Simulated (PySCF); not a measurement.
$^{17}$O chemical shifts

Level of theory: shieldings: GIAO PBE0/pcSseg-1, structure optimised with GFN2-xTB, in PySCF (rapidly exchanging positions averaged, non-relativistic Hamiltonian, one computed conformer, in vacuum).

Shieldings were converted by a linear fit to measured shifts: $^{17}$O: δ = 266.70 − 0.911σ (rms 10.7 ppm, 155 shifts, 12.2 ppm with the 3 outliers that the fit left out vs liquid water, solution or neat liquid). Occasional misses reach two or three times the rms, and more in compound classes unlike the fitted ones.

Problem. Give the $^{17}$O shifts of `O=C(O)C#C/C=C\F`, `Oc1ccc(F)cc1O`, `O=C(F)c1ccco1`, `O=S(=O)(O)C1=CC1`, `Cc1nnc(C=O)c(C)n1`, `O[Si@]1(O[SiH3])SC[SiH2]S1`, `COC(=O)[SiH2]C/C=C\Cl`.

Solution. 
```csv
compound,environment,δ (ppm)
[O:1]=[C:2]([OH:3])[C:4]#[C:5]/[CH:6]=[CH:7]\[F:8],O1: carbonyl oxygen,379.2
[O:1]=[C:2]([OH:3])[C:4]#[C:5]/[CH:6]=[CH:7]\[F:8],O3: acid hydroxyl oxygen,157.6
[OH:1][c:2]1[cH:3][cH:4][c:5]([F:6])[cH:7][c:8]1[OH:9],O9: phenol-type oxygen,58.5
[OH:1][c:2]1[cH:3][cH:4][c:5]([F:6])[cH:7][c:8]1[OH:9],O1: phenol-type oxygen,45.1
[O:1]=[C:2]([F:3])[c:4]1[cH:5][cH:6][cH:7][o:8]1,O1: carbonyl oxygen,345.0
[O:1]=[C:2]([F:3])[c:4]1[cH:5][cH:6][cH:7][o:8]1,O8: aromatic ring oxygen,245.5
[O:1]=[S:2](=[O:3])([OH:4])[C:5]1=[CH:6][CH2:7]1,O1/3: S=O oxygen (×2),185.5
[O:1]=[S:2](=[O:3])([OH:4])[C:5]1=[CH:6][CH2:7]1,"O4: oxygen bonded to S, H",159.2
Cc1nnc(C=O)c(C)n1,aldehyde oxygen,613.8
[OH:1][Si@:2]1([O:3][SiH3:4])[S:5][CH2:6][SiH2:7][S:8]1,"O1: oxygen bonded to Si, H",42.4
[OH:1][Si@:2]1([O:3][SiH3:4])[S:5][CH2:6][SiH2:7][S:8]1,O3: oxygen bonded to 2 Si,21.8
[CH3:1][O:2][C:3](=[O:4])[SiH2:5][CH2:6]/[CH:7]=[CH:8]\[Cl:9],O4: ester carbonyl oxygen,428.2
[CH3:1][O:2][C:3](=[O:4])[SiH2:5][CH2:6]/[CH:7]=[CH:8]\[Cl:9],O2: ester alkoxy oxygen,162.3
```

In solution the two oxygens of a carboxylic acid give one averaged line by proton exchange, and hydrogen bonding shields acid and N–H amide carbonyl oxygens by tens of ppm; neither is in these numbers.
